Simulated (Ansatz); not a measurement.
The cluster Tl₃Cl₃⁺. Charge 1, multiplicity 2. Geometry PBE-D4/def2-SVP; atoms count from 1.

```xyz
6

Tl   -0.5727    2.8078    0.8117
Tl    2.9914   -0.9346   -1.9595
Tl   -2.1245   -1.9574    0.7335
Cl    0.5930   -1.6181   -0.4474
Cl   -2.3413    0.7414    1.2225
Cl    1.4541    0.9610   -0.3608
```

In the def2 sets Tl takes a core potential; there is no spin–orbit coupling. In the doublet, Cl4 and Cl6 lie 2.72 Å apart (atoms count from 1), so these atoms are partly bonded to each other. Another isomer (doublet) lies 0.22 eV lower at PBE0-D4/def2-TZVP; other spin states weren't run for this one.

(1) Estimate the Mulliken populations from the PBE0/def2-TZVP orbitals of Ansatz.

(2) Where does the spin sit?

(3) And the Mayer bond orders between bonded heavy atoms (over 0.3)?

Results:

(1) 
```
atom  charge (e)  spin (α − β)
 Tl1        0.66          0.01
 Tl2        0.74         -0.02
 Tl3        0.66          0.01
 Cl4       -0.29          0.49
 Cl5       -0.48          0.03
 Cl6       -0.29          0.49
```
Mulliken values and Mayer orders depend strongly on the basis.

(2) Summed by element: Tl 0.00, Cl 1.00, of 1 unpaired in all. Largest on single atoms: Cl6 0.49, Cl4 0.49, Cl5 0.03.

(3) Tl1–Cl5 0.45 (2.75 Å); Tl3–Cl5 0.45 (2.75 Å). Values over 0.3 also appear between atoms too far apart for a bond (Cl4–Cl6 0.44 at 2.72 Å); they arise where an orbital or an unpaired electron spreads over both atoms.
